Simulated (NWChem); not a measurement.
# C2H3B; SMILES C(B)#C

```xyz
6

B      0.0000     0.0000    -1.4013
C      0.0000     0.0000     0.1071
C      0.0000     0.0000     1.3282
H      0.0000     0.0000     2.4041
H      0.0000     1.0453    -2.0047
H      0.0000    -1.0453    -2.0047
```
Atoms are numbered in this order, from 1.

Computed with NWChem. Structure relaxed at the PBE0/def2-SVP level. Total energies compare along this basis series because the functional is fixed.

| level | basis functions | energy (Ha) | highest occupied level (eV) | orbital gap (eV) | dipole (D) |
|---|---|---|---|---|---|
| PBE0/pcseg-1 | 57 | -102.6150 | -8.07 | 5.65 | 1.00 |
| PBE0/aug-pcseg-1 | 96 | -102.6171 | -8.07 | 5.64 | 0.99 |
| PBE0/pcseg-2 | 132 | -102.6713 | -8.07 | 5.63 | 0.99 |
| PBE0/STO-3G | 18 | -101.3739 | -6.27 | 6.56 | 0.96 |
| PBE0/def2-SVP | 57 | -102.5587 | -8.01 | 5.65 | 1.05 |
